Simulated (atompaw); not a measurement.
## Reading a pseudo-wave (dysprosium (Dy))

Columns: radius, all-electron u(r) and pseudo u(r) of the 4f shell (level -3.11 eV) of dysprosium in the configuration [Kr] 4d10 4f10 5s2 5p6 5d0 6s2 6p0; PBE, scalar-relativistic, PAW (atompaw) scheme, atompaw 4.2.0.5.

```tsv
r (bohr)	all-electron	pseudo
0.115	0.1261	0.0005
0.231	0.5427	0.0083
0.346	0.8931	0.0377
0.462	1.0591	0.1031
0.577	1.0792	0.2066
0.692	1.0225	0.3361
0.808	0.9333	0.4673
0.923	0.8371	0.5686
1.038	0.7445	0.6205
1.154	0.6590	0.6187
1.269	0.5831	0.5762
1.385	0.5156	0.5155
1.500	0.4568	0.4568
1.615	0.4054	0.4054
1.731	0.3601	0.3601
1.846	0.3209	0.3209
1.962	0.2864	0.2864
2.077	0.2564	0.2564
2.192	0.2302	0.2302
2.308	0.2070	0.2070
2.423	0.1868	0.1868
2.538	0.1690	0.1690
2.654	0.1531	0.1531
2.769	0.1391	0.1391
2.885	0.1267	0.1267
3.000	0.1157	0.1157
```

Problem. How many radial nodes do the two functions have?

Solution. The all-electron 4f function has n − l − 1 = 0; the pseudo-wave has 0.

Problem. At about which radius was the pseudo-wave matched?

Solution. 1.50 bohr, where the columns begin to agree (steps of 0.12 bohr).

Problem. Is the pseudo-wave norm-conserving?

Solution. No, it belongs to a PAW set: the norm inside the radius is not constrained, and the difference is carried by the augmentation charge.
